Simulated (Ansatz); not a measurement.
```xyz
13

O    -0.937   -0.572    2.238
S    -0.340   -0.979    0.996
O    -0.217   -2.382    0.706
C     1.208   -0.183    0.784
C     1.196    0.669   -0.227
C    -0.085    0.810   -0.994
C    -1.127   -0.125   -0.384
H     2.023   -0.425    1.451
H     2.062    1.256   -0.512
H     0.089    0.576   -2.048
H    -0.420    1.851   -0.964
H    -1.466   -0.897   -1.073
H    -1.987    0.401    0.028
```

Total charge 0; spin multiplicity 1.

Q: List the PBE/def2-TZVPP orbital energies in eV (Ansatz 0.2.0). (Best estimate.)

A: Ansatz gave: Occupied: -2400.19, -509.88, -509.88, -270.11, -270.08, -270.03, -269.91, -212.43, -158.56, -158.53, -158.53, -27.76, -24.95, -21.74, -18.99, -17.89, -15.11, -14.22, -12.88, -12.35, -11.35, -11.20, -10.73, -10.20, -9.84, -9.83, -8.15, -7.90, -7.41, -6.99, -6.70. Lowest empty: -1.79, -0.14, 0.55, 0.63, 0.91, 1.17, 1.40, 1.92.
